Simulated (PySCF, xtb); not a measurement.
C2H8O2Si2, SMILES O[Si@H]1C[SiH2]CO1.

GFN2-xTB in xtb at its own geometry gives an orbital gap of 5.23 eV and a dipole moment of 1.84 D.

Coordinates come from a PBE-D3(BJ)/def2-SVP optimisation. The structure was generated by enumeration; whether it is a known compound was not checked. One conformer was computed; it need not be the lowest.

### Question
What does PBE/def2-TZVP (PySCF) give? (Estimate from the structure and the level; the computed values follow.)

### Answer
gap 5.88 eV (levels -6.39 and -0.51 eV), dipole 1.88 D.
